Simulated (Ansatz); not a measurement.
Geometry optimisation, RKS B3LYP/def2-SVP (Ansatz 0.2.0).

Input:

```yaml
crystal:
  periodic: [false, false, false]
  atoms:
    - { symbol: C, position_ang: [-1.1672, 1.2284, -1.4647] }
    - { symbol: "N", position_ang: [-0.4367, 0.9955, -0.4959] }
    - { symbol: B, position_ang: [-0.1081, -0.4179, -0.1236] }
    - { symbol: F, position_ang: [-0.5357, -1.5344, -0.8477] }
    - { symbol: Si, position_ang: [1.1171, -0.7409, 1.3705] }
    - { symbol: H, position_ang: [-1.4383, 2.3248, -1.7099] }
    - { symbol: H, position_ang: [-1.6383, 0.4952, -2.082] }
    - { symbol: H, position_ang: [1.348, -2.1635, 1.5578] }
    - { symbol: H, position_ang: [0.5287, -0.1476, 2.6507] }
    - { symbol: H, position_ang: [2.4137, -0.0907, 1.1478] }
basis:
  gaussian: { orbitals: def2-SVP }
hamiltonian:
  xc: b3lyp
relax:
  f_tol: 0.015
  max_steps: 40
output:
  orbitals: {}
```

Run as:

```bash
$ ansatz run input.yaml --threads 2 --pin off --max-ram 3072MiB --backend cpu --events-out ev --progress --plain --runs-dir out
```

Problem. Where does it end, and by what steps?

Solution. The forces met the threshold. The force dipped under the threshold on the way, but the program's further checks kept it going. After 27 steps the energy has fallen by 0.942 eV; F4 moved furthest, 1.57 Å.

| step | energy less start (eV) | largest force component (eV/Å) | accepted |
| --- | --- | --- | --- |
| 0 | 0.0000 | 3.047 | yes |
| 1 | -0.1188 | 1.886 | yes |
| 2 | -0.0362 | 2.871 | no |
| 3 | -0.3211 | 0.546 | yes |
| 4 | -0.3393 | 0.254 | yes |
| 5 | -0.3617 | 0.243 | yes |
| 6 | -0.3821 | 0.500 | yes |
| 7 | -0.4167 | 0.863 | yes |
| 8 | -0.5054 | 0.729 | yes |
| 9 | -0.5725 | 1.421 | yes |
| 10 | -0.5550 | 2.521 | no |
| 11 | -0.6405 | 1.245 | yes |
| 12 | -0.7031 | 1.148 | yes |
| 13 | -0.7828 | 0.900 | yes |
| 14 | -0.8387 | 0.851 | yes |
| 15 | -0.9080 | 0.384 | yes |
| 16 | -0.9025 | 0.291 | no |
| 17 | -0.9320 | 0.132 | yes |
| 18 | -0.9397 | 0.082 | yes |
| 19 | -0.9394 | 0.080 | no |
| 20 | -0.9407 | 0.028 | yes |
| 21 | -0.9413 | 0.010 | yes |
| 22 | -0.9417 | 0.040 | yes |
| 23 | -0.9414 | 0.083 | no |
| 24 | -0.9418 | 0.034 | yes |
| 25 | -0.9420 | 0.042 | yes |
| 26 | -0.9421 | 0.027 | yes |
| 27 | -0.9421 | 0.012 | yes |

```xyz
10
Properties=species:S:1:pos:R:3
C -0.853 1.237 -1.655
N -0.771 0.331 -0.801
B -0.608 -0.642 0.155
F -1.566 -1.572 0.334
Si 1.084 -0.672 1.293
H -1.309 2.220 -1.426
H -0.476 1.107 -2.687
H 1.814 -1.968 1.124
H 0.752 -0.528 2.745
H 2.015 0.436 0.919
```

Run time: 64 s on 2 threads of Intel(R) Xeon(R) Platinum 8488C (Sapphire Rapids) (shared host), peak memory 0.22 GiB.
